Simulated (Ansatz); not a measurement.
## Worked example: vertical ionisation energy of InHCl (SMILES [Cl][InH])

InHCl has 3 atoms, charge 0, and is taken as a doublet. SMILES: `[Cl][InH]`. The coordinates come from a PBE0-D4/def2-TZVP relaxation.

| atom | x (Å) | y (Å) | z (Å) |
| --- | --- | --- | --- |
| Cl | -1.6498 | 0.3968 | -0.8674 |
| In | 0.4095 | 0.5424 | 0.2861 |
| H | 1.2294 | -1.0039 | 0.5681 |

Both states at this one shape; open shells run unrestricted unless said. 1 Eh = 27.2114 eV.

```
                                   level  program  doublet InHCl (Eh)  singlet InHCl+ (Eh)
                            UPBE0/STO-3G   Ansatz        -6140.245954         -6140.031414
    UMP2/STO-3G, 23 core orbitals frozen   Ansatz        -6138.096402         -6137.909307
UCCSD(T)/STO-3G, 23 core orbitals frozen   Ansatz        -6138.107890         -6137.926409
```

**Question.** Work out the vertical ionisation energy at each level.

**Answer.** 
1. UPBE0/STO-3G: -6140.031414 − (-6140.245954) = 0.214540 Eh = 5.84 eV.
2. UMP2/STO-3G: -6137.909307 − (-6138.096402) = 0.187095 Eh = 5.09 eV.
3. UCCSD(T)/STO-3G: -6137.926409 − (-6138.107890) = 0.181481 Eh = 4.94 eV.

No measured value is set beside it here; the levels span 4.94 to 5.84 eV. Spin-orbit coupling, which splits open shells on such heavy atoms by tenths of an eV, is left out. Minimal sets are far from the basis-set limit. All-electron rows are non-relativistic unless named.
